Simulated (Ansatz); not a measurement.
`N[C@@H](F)[Si@@H](F)Cl` + `OCF` → `NC(F)OCF` + `F[SiH2]Cl`  (substitution at a C–Si bond)

Isolated molecules relaxed with PBE0-D4/def2-TZVP in Ansatz; ΔE leaves out vibrations. CCSD(T)/CBS adds triple-zeta CCSD(T) − MP2 to the extrapolated MP2 energy (def2 sets, frozen cores). This one scheme is used for every species. DFT in def2-TZVPP. B3LYP here is the variant with VWN-RPA as its local correlation; programs differ in this. One conformer a species, not always the lowest.

| level | ΔE (kJ/mol) | difference from CCSD(T)/CBS |
| --- | --- | --- |
| LDA (SPW92) | 12.1 | -2.6 |
| PBE0-D4 | 16.9 | 2.2 |
| B3LYP-D4 | 17.0 | 2.3 |
| ωB97X-V | 9.3 | -5.4 |
| BLYP | 14.8 | 0.1 |
| r2SCAN | 11.8 | -2.9 |
| PBE0 | 13.8 | -0.9 |
| r2SCANh | 10.9 | -3.8 |
| BHLYP | 4.4 | -10.3 |
| CAM-B3LYP | 6.9 | -7.8 |
| CCSD(T)/def2-SVP | -9.3 | -24.0 |
| MP2/def2-TZVPP | 12.7 | -2.0 |
| CCSD/def2-TZVPP | 7.7 | -7.0 |
| MP2/def2-QZVPP | 16.1 | 1.4 |
| SCS-MP2/def2-QZVPP | 11.9 | -2.8 |
| CCSD/CBS(def2) | 13.5 | -1.2 |
| CCSD(T)/CBS | 14.7 | 0 |

Largest T1 diagnostic among the species: 0.012.

Leaving LDA and LC-ωPBE aside and taking each functional with its dispersion term where it has one, the values, not all of them listed here, spread over 15.0 kJ/mol, from ωB97X-V to revPBE-D4. LDA lies −6.2 kJ/mol from PBE without D4. In def2-TZVPP, CCSD(T) changes the Hartree–Fock value by +16.7 kJ/mol (the triples alone add +1.1 kJ/mol) and MP2 by +20.6 kJ/mol. The D4 term adds +5.8 kJ/mol with B3LYP and +3.1 kJ/mol with PBE0; it sums over pairs of atoms, weighted by their polarisabilities, and B3LYP, whose exchange is more repulsive, gets the larger term.

CCSD(T)/CBS has its own doubt, a few kJ/mol and more with outer-core shells, so smaller differences from it don't rank the levels.
